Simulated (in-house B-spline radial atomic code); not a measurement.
How numerical settings move a run on Mn4+, [Ar] 3d3. Computed with a B-spline radial code for spherical atoms: non-relativistic RPBE, spin-polarised, spherical fractional occupations, point nucleus.

Command:
```bash
python run_scf.py task.json out
```
Settings of the sound reference run:
```
Z                25
electrons        21
configuration    [Ar] 3d3
hamiltonian      nr
method           rpbe,pbe
spin_polarised   True
knot_spacing     0.22
spline_order     8
gauss_points     12
box_radius       12.77
max_iterations   70
damping          0.5
damped_steps     3
diis_vectors     10
tolerance        1e-08
start            Thomas-Fermi
```

Time taken, with all properties: 0.14 s on 1 thread of Arm Neoverse V2, with other jobs on the host.

It converges in 10 iterations to -1146.906305 hartree, with 3d up at -62.503 eV. The other runs change the listed settings, some to values that make no sense; their results aren't properties of the atom or ion. Radii are in bohr (the nuclear one in fm), a minus after a letter asks for a j subshell, and «unchanged» means within 1e-8 hartree. The run stops when the residual is below 10 × tolerance × max(1, Z/10), or a noise floor if that is larger, and the energy moves by less than 1e-8 × √|E| hartree; so very loose and very tight tolerances often act alike.

| changed settings | outcome |
| --- | --- |
| electrons = 22, configuration = [Ar] 3d3 3f1, max_iterations = 75 | stopped with error: there is no 3f shell |
| spline_order = 5 | converged in 10 iterations, energy +1.14e-05 hartree from the reference, 3d up level +5.5e-05 eV |
| spline_order = 7 | converged in 10 iterations, energy -9.57e-07 hartree from the reference, 3d up level +2.5e-05 eV |
| diis_vectors = 0 | converged in 21 iterations, energy unchanged, 3d up level +7.5e-07 eV |
| electrons = 24, configuration = [Ar] 3d3 4s3, max_iterations = 75 | stopped with error: shell 4s holds at most 1 electrons (per spin) |
| spline_order = 6 | converged in 10 iterations, energy +2.05e-06 hartree from the reference, 3d up level -9.5e-05 eV |
| diis_vectors = 1 | converged in 37 iterations, energy unchanged, 3d up level -1.4e-05 eV |
| spline_order = 10 | converged in 10 iterations, energy -1.12e-06 hartree from the reference, 3d up level +1.9e-05 eV |
| hamiltonian = dirac, method = hf, spin_polarised = False, nucleus = fermi, rms_radius = 3.7057, mass_number = 55, atomic_mass = 54.93804, speed_of_light = 12.49768 | stopped with error: Z/c is past the critical charge |
| tolerance = 1e-06 | converged in 8 iterations, energy unchanged, 3d up level -8.0e-05 eV |
| tolerance = 1e-13 | converged in 10 iterations, energy unchanged |
| diis_vectors = 4 | converged in 10 iterations, energy unchanged, 3d up level +9.0e-06 eV |
| gauss_points = 6, max_iterations = 100, diis_vectors = 20, start = bare nucleus | converged in 10 iterations, energy unchanged, 3d up level -8.6e-07 eV |

Task: What happens with diis_vectors = 2?

Result: Converged in 12 iterations, energy unchanged, 3d up level -2.9e-06 eV.

Task: What happens with knot_spacing = 0.55, max_iterations = 100, tolerance = 1e-06?

Result: Converged in 8 iterations, energy +1.05e-02 hartree from the reference, 3d up level +4.3e-03 eV.

Task: What happens with first_knot = 0.012, max_iterations = 12, tolerance = 0.0001?

Result: Converged in 8 iterations, energy -8.45e-07 hartree from the reference, 3d up level -4.4e-05 eV.

Task: What happens with max_iterations = 60, damping = 0.8, start = bare nucleus?

Result: Converged in 11 iterations, energy unchanged, 3d up level -8.7e-07 eV.
